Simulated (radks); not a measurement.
The numbers below are computed, except where a source is named.
Problem. Dipole-allowed excitations along the series with 18 electrons in [Ar]. Code: a radial shooting solver on a logarithmic mesh with Libxc functionals. Model: scalar-relativistic Kohn-Sham, LDA (Slater exchange, VWN5 correlation), spin-polarised, spherical densities, finite nucleus; Fermi nuclear charge, rms radius of each element as measured or else 0.836 A^(1/3) + 0.57 fm. Time-dependent linear response with the Hartree and adiabatic LDA kernel, continuum included through the Sternheimer equations, no spin-orbit coupling, so fine structure and intercombination lines are absent. Lines are the poles of the dipole polarisability below minus the highest occupied eigenvalue, found on a grid refined at the orbital gaps; the lowest seven at most are given, and weak or close lines can be missed. The first line takes the name of the lowest orbital gap if no other gap lies below it; otherwise a line is named after a gap within 0.6 % of it, if that gap stands alone.

| species | -e(HOMO) (eV) | lowest orbital gap (eV) | first line (eV) | f | strongest line (eV) | its f | static alpha (bohr^3) |
|---|---|---|---|---|---|---|---|
| Ca2+ | 43.128 | 3p-3d 27.002 | 28.827 (3p-4s) | 0.493 | 33.490 (unassigned) | 3.12 | 3.344 |
| Sc3+ | 64.645 | 3p-3d 32.103 | 39.965 (3p-4s) | 1.14 | 41.872 (unassigned) | 3.40 | 2.162 |
| V5+ | 117.42 | 3p-3d 41.500 | 54.895 (3p-3d) | 3.84 | the first | 3.84 | 1.083 |

Estimate the first line of Ti4+, its oscillator strength and the static polarisability.

Solution. 48.589 eV (3p-3d), f = 4.31, alpha = 1.495 bohr^3.
